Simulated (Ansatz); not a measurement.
Molecule: sum formula MoO$_{2}$Cl (charge +1, singlet). 
Coordinates optimised at B3LYP-D3(BJ)/def2-TZVP (Ansatz, a program for electronic structure):
SMILES: [O]=[Mo+](=[O])[Cl]
```xyz
4

Mo     0.2531     0.0536     0.3428
O      1.5264    -0.7476    -0.3480
O     -0.5418    -1.0933     1.2333
Cl    -1.0887     0.7338    -1.2635
```
Charge +1, spin multiplicity 1.

Basis-set convergence of Hartree-Fock and CCSD(T) correlation energies (hartree) with Ansatz. Correlated levels leave the core frozen unless marked. No spin-orbit coupling. The frozen core is the preceding noble-gas configuration, with the filled d and f shells of earlier blocks. Past Kr the def2 sets carry scalar-relativistic core potentials.

The Hartree-Fock reference is unstable (checked in the largest basis), which strains HF and MP2. The T1 diagnostic of CCSD in the largest basis is 0.033, which is high, so the coupled-cluster rows are less sure than usual.

```csv
basis,functions,E(HF),"E(corr, CCSD(T))",rough core time
def2-SVPD,107,-676.15910,-0.82929,under 20 s
def2-TZVPPD,187,[?],[?],25 s
```

### Question
Some entries are withheld; supply them.

### Answer

- def2-TZVPPD, E(HF): -676.53133
- def2-TZVPPD, E(corr, CCSD(T)): -0.99365
